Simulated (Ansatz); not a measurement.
Stepwise reaction of `[CH3][Ti]([CH3])([F])[F]` with hydrogen fluoride, as a gas-phase model of exchange steps in deposition or etching. ΔE in kJ/mol; ΔG adds harmonic PBE0-D4 terms to CCSD(T)/CBS, at 1 bar.

Computed with Ansatz on PBE0-D4/def2-TZVP structures; ΔE is electronic, products minus reactants. CCSD(T)/CBS adds triple-zeta CCSD(T) − MP2 to the extrapolated MP2 energy (def2 sets, frozen cores). This one scheme is used for every species. Functionals use def2-TZVPP. B3LYP here is the variant with VWN-RPA as its local correlation; programs differ in this. For Ti outer-core shells are correlated without core-valence functions, which leaves a few kJ/mol of doubt a bond. Scalar relativity is left out up to krypton.

| step | reaction | PBE-D4 | B3LYP-D4 | ωB97M-V | CCSD(T)/CBS | ΔG(500 K) |
| --- | --- | --- | --- | --- | --- | --- |
| 1 | `[CH3][Ti]([CH3])([F])[F]` + H–F → `[CH3][Ti]([F])([F])[F]` + CH₄ | -218.0 | -218.2 | -214.1 | -202.8 | -183.9 |

(1) Give the row of step 2, `[CH3][Ti]([F])([F])[F]` + H–F → `[F][Ti]([F])([F])[F]` + CH₄. (An estimate is asked.)

(2) By hand: ΔE of the 2 steps together at CCSD(T)/CBS.

## Answers

(1) The calculation gave: 
| step | reaction | PBE-D4 | B3LYP-D4 | ωB97M-V | CCSD(T)/CBS | ΔG(500 K) |
| --- | --- | --- | --- | --- | --- | --- |
| 2 | `[CH3][Ti]([F])([F])[F]` + H–F → `[F][Ti]([F])([F])[F]` + CH₄ | -199.1 | -196.4 | -191.6 | -176.5 | -157.9 |

(2) (-202.8) + (-176.5) = -379.3 kJ/mol, or -189.7 kJ/mol a step.

In ΔE each step is higher than the one before. All are downhill at CCSD(T)/CBS. ΔG lies between -183.9 and -157.9 kJ/mol a step. PBE-D4 differs from CCSD(T)/CBS by -22.6 to -15.2 kJ/mol a step. Isolated molecules leave out the surface, adducts and barriers. Largest T1 diagnostic: 0.023.
